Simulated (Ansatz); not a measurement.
Isolated molecules relaxed with PBE0-D4/def2-TZVP in Ansatz; ΔE leaves out vibrations. CCSD(T)/CBS is the MP2 limit (def2-TZVPP, def2-QZVPP) plus CCSD(T) − MP2 in def2-TZVPP, frozen cores. This one scheme is used for every species, atoms too. Functionals use def2-TZVPP. No spin–orbit coupling; open shells (•) take unrestricted orbitals. Spin–orbit coupling would lower the free atoms: a little for B, C, F, Si. Each species was taken in one conformer, which may not be the lowest.

Reaction (atomization): `CB[Si](F)(F)F` → B• + C• + 3 F• + 4 H• + Si•

`CB[Si](F)(F)F`:

```xyz
10

C     0.898    0.065    1.296
B    -0.160    0.638    0.330
Si   -0.697   -0.290   -1.370
F     0.113   -1.625   -1.645
F    -0.464    0.639   -2.634
F    -2.229   -0.695   -1.364
H     1.626   -0.622    0.863
H     1.389    0.802    1.933
H     0.278   -0.549    1.978
H    -0.753    1.639    0.613
```

```
         level  ΔE (eV)
        PBE-D4    43.03
CCSD/CBS(def2)    42.01
```

Question: What does CCSD(T)/CBS give? (Estimate.)

Answer: Computed: +42.54 eV. The listed levels differ from it by 0.49, -0.53 eV.

Largest T1 diagnostic among the species: 0.014.

In def2-TZVPP, CCSD(T) changes the Hartree–Fock value by +8.81 eV (the triples alone add +0.53 eV) and MP2 by +10.05 eV; breaking electron pairs costs correlation energy, which Hartree–Fock lacks. Leaving LDA and LC-ωPBE aside and taking each functional with its dispersion term where it has one, the values, not all of them listed here, spread over 1.82 eV, from BHLYP-D4 to PBE-D4. LDA lies +5.40 eV from PBE without D4, its usual overbinding. The D4 term adds +0.31 eV with B3LYP and +0.16 eV with PBE0; it sums over pairs of atoms, weighted by their polarisabilities, and B3LYP, whose exchange is more repulsive, gets the larger term.

B3LYP here is the variant with VWN-RPA as its local correlation; programs differ in this.

For atomizations the MP2-based limit and the directly extrapolated one differ by several kJ/mol either way, and by 10 to 25 for some Ge, Se and Sn compounds, so smaller differences from it don't rank the levels.
